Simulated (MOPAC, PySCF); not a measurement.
C$_{2}$H$_{4}$Si, SMILES `C1=C[SiH2]1`, neutral singlet in the gas phase. 

Z-matrix (Å, degrees):
```
Si
H 1 1.4775
H 1 1.4775 2 111.32
C 1 1.8115 2 121.65 3 -154.45
C 4 1.3302 1 68.46 2 -104.08
H 5 1.0816 4 135.74 1 180.00
H 4 1.0816 5 135.73 6 0.00
```
Charge 0, multiplicity 1.

All levels are single points at this geometry (B3LYP-D3(BJ)/def2-TZVP); Pople sets use spherical d functions. Orbital energies aren't observables, and empty levels follow the basis.

PM7 in MOPAC gives gap (eV) = 10.47.

Problem. Estimate the gap (eV) from each of these levels: B3LYP-D3(BJ)/def2-TZVP in PySCF; B3LYP/6-311+G** in PySCF; B3LYP/LANL2DZ in PySCF; PBE/6-31G* in PySCF; HF/3-21G in PySCF.

Solution. 
```
level                            gap (eV)
-------------------------------  --------
B3LYP-D3(BJ)/def2-TZVP in PySCF      6.80
B3LYP/6-311+G** in PySCF             6.75
B3LYP/LANL2DZ in PySCF               7.20
PBE/6-31G* in PySCF                  5.31
HF/3-21G in PySCF                   14.25
```
